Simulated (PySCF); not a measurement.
C₂H₅S, doublet, geometry from GFN2-xTB; CCSD(T)/6-31G* (PySCF).

Here is a job for PySCF.
```python
from pyscf import gto, scf, cc

mol = gto.Mole()
mol.atom = '''
    C     0.00596101    1.31810472   -0.60732876
    S    -0.17114785    0.11511586    0.58372680
    C     0.22202030   -1.37363243   -0.38519703
    H     0.71061926    1.15790413   -1.39965789
    H    -0.22649668    2.31627681   -0.29702164
    H     0.13226791   -2.22530445    0.28055238
    H    -0.48349098   -1.45937936   -1.20603518
    H     1.23757816   -1.29818465   -0.76231178
'''
mol.basis = '6-31g*'
mol.spin = 1
mol.verbose = 4
mol.build()

mf = scf.UHF(mol)
mf.kernel()

mycc = cc.CCSD(mf)
mycc.kernel()
et = mycc.ccsd_t()
print('E(CCSD(T)) = %.10f' % (mycc.e_tot + et))
```

What the program printed (banner, timings and long lists left out):

```
PySCF version 2.14.0

[INPUT] verbose = 4
[INPUT] num. atoms = 8
[INPUT] num. electrons = 33
[INPUT] charge = 0
[INPUT] spin (= nelec alpha-beta = 2S) = 1
[INPUT] symmetry False subgroup None
[INPUT] Mole.unit = angstrom
[INPUT] Symbol           X                Y                Z      unit          X                Y                Z       unit  Magmom
[INPUT]  1 C      0.005961010000   1.318104720000  -0.607328760000 AA    0.011264676326   2.490856924297  -1.147685023972 Bohr   0.0
[INPUT]  2 S     -0.171147850000   0.115115860000   0.583726800000 AA   -0.323422563308   0.217537447994   1.103083783569 Bohr   0.0
[INPUT]  3 C      0.222020300000  -1.373632430000  -0.385197030000 AA    0.419557561094  -2.595789088521  -0.727916890696 Bohr   0.0
[INPUT]  4 H      0.710619260000   1.157904130000  -1.399657890000 AA    1.342875780241   2.188121684203  -2.644970080187 Bohr   0.0
[INPUT]  5 H     -0.226496680000   2.316276810000  -0.297021640000 AA   -0.428016693323   4.377128799581  -0.561289552669 Bohr   0.0
[INPUT]  6 H      0.132267910000  -2.225304450000   0.280552380000 AA    0.249950124969  -4.205215954276   0.530167161795 Bohr   0.0
[INPUT]  7 H     -0.483490980000  -1.459379360000  -1.206035180000 AA   -0.913665535898  -2.757827302243  -2.279076186791 Bohr   0.0
[INPUT]  8 H      1.237578160000  -1.298184650000  -0.762311780000 AA    2.338683780143  -2.453213447614  -1.440560485730 Bohr   0.0

nuclear repulsion = 104.340281422749
number of shells = 30
number of NR pGTOs = 125
number of NR cGTOs = 56
basis = 6-31g*
ecp = {}

******** <class 'pyscf.scf.uhf.UHF'> ********
method = UHF
initial guess = minao
damping factor = 0
level_shift factor = 0
DIIS = <class 'pyscf.scf.diis.CDIIS'>
diis_start_cycle = 1
diis_space = 8
diis_damp = 0
SCF conv_tol = 1e-09
SCF conv_tol_grad = None
SCF max_cycles = 50
direct_scf = True
direct_scf_tol = 1e-13
number electrons alpha = 17  beta = 16
Set gradient conv threshold to 3.16228e-05
init E= -476.352670049535

cycle= 1 E= -476.058226364261  delta_E= 0.294  |g|= 0.219  |ddm|= 1.81
cycle= 2 E= -476.096279731667  delta_E= -0.0381  |g|= 0.0866  |ddm|= 0.326
cycle= 3 E= -476.10226702098  delta_E= -0.00599  |g|= 0.0364  |ddm|= 0.112
cycle= 4 E= -476.104189047608  delta_E= -0.00192  |g|= 0.0144  |ddm|= 0.0732
cycle= 5 E= -476.104824932033  delta_E= -0.000636  |g|= 0.00654  |ddm|= 0.0497
cycle= 6 E= -476.10496108643  delta_E= -0.000136  |g|= 0.00243  |ddm|= 0.027
cycle= 7 E= -476.104976291928  delta_E= -1.52e-05  |g|= 0.000846  |ddm|= 0.00992
cycle= 8 E= -476.104977764026  delta_E= -1.47e-06  |g|= 0.00035  |ddm|= 0.00295
cycle= 9 E= -476.104978029503  delta_E= -2.65e-07  |g|= 0.000158  |ddm|= 0.00136
cycle= 10 E= -476.104978082582  delta_E= -5.31e-08  |g|= 6.7e-05  |ddm|= 0.00059
cycle= 11 E= -476.104978094957  delta_E= -1.24e-08  |g|= 2.39e-05  |ddm|= 0.00035
cycle= 12 E= -476.104978096399  delta_E= -1.44e-09  |g|= 8.76e-06  |ddm|= 0.000124
cycle= 13 E= -476.104978096558  delta_E= -1.59e-10  |g|= 3.16e-06  |ddm|= 3.92e-05
Extra cycle  E= -476.104978096571  delta_E= -1.26e-11  |g|= 1.77e-06  |ddm|= 5.72e-06
converged SCF energy = -476.104978096571  <S^2> = 0.76452327  2S+1 = 2.0144709

******** <class 'pyscf.cc.uccsd.UCCSD'> ********
CC2 = 0
CCSD nocc = (np.int64(17), np.int64(16)), nmo = (56, 56)
max_cycle = 50
direct = 0
conv_tol = 1e-07
conv_tol_normt = 1e-06
diis_space = 6
diis_start_cycle = 0
diis_start_energy_diff = 1e+09
Init t2, MP2 energy = -0.370723433485681
Init E_corr(UCCSD) = -0.37072343348854
cycle = 1  E_corr(UCCSD) = -0.398559465238348  dE = -0.0278360317  norm(t1,t2) = 0.0780518
cycle = 2  E_corr(UCCSD) = -0.408929327295875  dE = -0.0103698621  norm(t1,t2) = 0.0266309
cycle = 3  E_corr(UCCSD) = -0.412772400806553  dE = -0.00384307351  norm(t1,t2) = 0.0164603
cycle = 4  E_corr(UCCSD) = -0.414087486037995  dE = -0.00131508523  norm(t1,t2) = 0.00734756
cycle = 5  E_corr(UCCSD) = -0.41382367610477  dE = 0.000263809933  norm(t1,t2) = 0.0042754
cycle = 6  E_corr(UCCSD) = -0.41383112904033  dE = -7.45293556e-06  norm(t1,t2) = 0.00105646
cycle = 7  E_corr(UCCSD) = -0.4138530374946  dE = -2.19084543e-05  norm(t1,t2) = 0.000414941
cycle = 8  E_corr(UCCSD) = -0.413849494253867  dE = 3.54324073e-06  norm(t1,t2) = 0.000177717
cycle = 9  E_corr(UCCSD) = -0.413846540482924  dE = 2.95377094e-06  norm(t1,t2) = 8.44861e-05
cycle = 10  E_corr(UCCSD) = -0.413845376242703  dE = 1.16424022e-06  norm(t1,t2) = 3.4032e-05
cycle = 11  E_corr(UCCSD) = -0.413845069289871  dE = 3.06952832e-07  norm(t1,t2) = 1.63916e-05
cycle = 12  E_corr(UCCSD) = -0.413845082922603  dE = -1.36327318e-08  norm(t1,t2) = 8.37589e-06
cycle = 13  E_corr(UCCSD) = -0.41384507790513  dE = 5.01747327e-09  norm(t1,t2) = 4.19211e-06
cycle = 14  E_corr(UCCSD) = -0.413845013253146  dE = 6.46519837e-08  norm(t1,t2) = 1.41655e-06
cycle = 15  E_corr(UCCSD) = -0.41384496316968  dE = 5.00834659e-08  norm(t1,t2) = 6.42124e-07
UCCSD converged
E(UCCSD) = -476.5188230597407  E_corr = -0.4138449631696804
UCCSD(T) correction = -0.011854616819235
E(CCSD(T)) = -476.5306776766
```
